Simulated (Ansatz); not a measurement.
Reaction (redistribution): `O[SiH](O)[CH2][GeH3]` + `[NH2][AlH2]` → `[AlH2][GeH3]` + `NC[SiH](O)O`

Calculated with Ansatz (gas phase, PBE0-D4/def2-TZVP geometries, no zero-point term in ΔE). CCSD(T)/CBS is the MP2 limit (def2-TZVPP, def2-QZVPP) plus CCSD(T) − MP2 in def2-TZVPP, frozen cores. This one scheme is used for every species. Functionals use def2-TZVPP. B3LYP here is the variant with VWN-RPA as its local correlation; programs differ in this. For Ge outer-core shells are correlated without core-valence functions, which leaves a few kJ/mol of doubt a bond. Scalar relativity is left out up to krypton. Each species was taken in one conformer, which may not be the lowest.

Task: Is it downhill or uphill in electronic energy at CCSD(T)/CBS, and by how much? (An estimate is asked.)

Result: Ansatz gave: Uphill: ΔE = +164.5 kJ/mol.

Task: What do these levels give: PBE0-D4, B3LYP, SCS-MP2/def2-TZVPP, HF/def2-QZVPP, MP2/def2-QZVPP, SCS-MP2/def2-QZVPP? (An estimate is asked.)

Result: The calculation gave: PBE0-D4 146.2, B3LYP 152.8, SCS-MP2/def2-TZVPP 172.6, HF/def2-QZVPP 162.4, MP2/def2-QZVPP 178.1, SCS-MP2/def2-QZVPP 173.9 kJ/mol.

Largest T1 diagnostic among the species: 0.012.

From PBE to PBE0 (25 % exact exchange), in def2-TZVPP and without D4, ΔE moves by +4.2 kJ/mol. The D4 term adds +3.6 kJ/mol with B3LYP and +2.0 kJ/mol with PBE0; it sums over pairs of atoms, weighted by their polarisabilities, and B3LYP, whose exchange is more repulsive, gets the larger term.
